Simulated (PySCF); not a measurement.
C3H6Cl2Si, SMILES C(/[SiH](Cl)Cl)=C\C. The structure is a stationary point at B3LYP-D3(BJ)/def2-SVP. The structure was generated by enumeration; whether it is a known compound was not checked. Other conformers were not sampled.

Problem. Give the equilibrium geometry at B3LYP-D3(BJ)/def2-SVP (PySCF confirms it by a frequency run) as Cartesian coordinates in Å, and its point group. (Estimate from the structure and the level; the computed values follow.)

Solution. One answer among several that fit: point group Cs.
```xyz
12

C     -3.7219    -0.2066     0.0000
C     -2.3294     0.3422     0.0000
C     -1.1968    -0.3812     0.0000
Si     0.4624     0.4227     0.0000
Cl     1.5434    -0.1558    -1.6752
Cl     1.5434    -0.1558     1.6752
H     -4.2804     0.1488     0.8834
H     -3.7297    -1.3065     0.0000
H     -4.2804     0.1488    -0.8834
H     -2.2579     1.4395     0.0000
H     -1.2611    -1.4771     0.0000
H      0.3477     1.8994     0.0000
```
Charge 0, spin multiplicity 1.
